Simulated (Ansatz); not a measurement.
`FCO[SiH2]Br`, charge 0, multiplicity 1.

Task: Give a relaxed structure at PBE0-D4/def2-TZVP (Ansatz 0.2.0). (Estimate.)

Result: The calculation gave: 
Z-matrix (Å, degrees):
```
C
O 1 1.376
F 1 1.374 2 110.3
H 1 1.095 2 111.3 3 118.9
H 1 1.092 2 108.2 3 -117.9
Si 2 1.643 1 126.7 3 -58.7
Br 6 2.220 2 109.9 1 -50.9
H 6 1.476 2 112.3 1 68.2
H 6 1.474 2 105.5 1 -168.3
```
This is one stationary point; other conformers may exist.
